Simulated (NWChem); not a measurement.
Species: AlCl, singlet; SMILES [Al][Cl]

```xyz
2

Al     0.0000     0.0000    -1.2092
Cl     0.0000     0.0000     0.9377
```
Atoms are numbered in this order, from 1.

Results from NWChem. Pople sets run with spherical d functions. Low-valent species are run as closed-shell singlets; no triplet was tried in these runs. Structure relaxed at the PBE0/def2-SVP level. B3LYP is NWChem's, with the RPA form of VWN correlation. GIAO values for the isolated, static molecule; σ is the absolute isotropic shielding.

For level B3LYP/6-31G*:

- σ Al1 (ppm) = 485.8
- σ Cl2 (ppm) = 550.8

Problem. Estimate the same quantities for level KT2/pcSseg-1.

Solution. The σ Al1 (ppm) comes out as 455.8. The σ Cl2 (ppm) is 497.3.
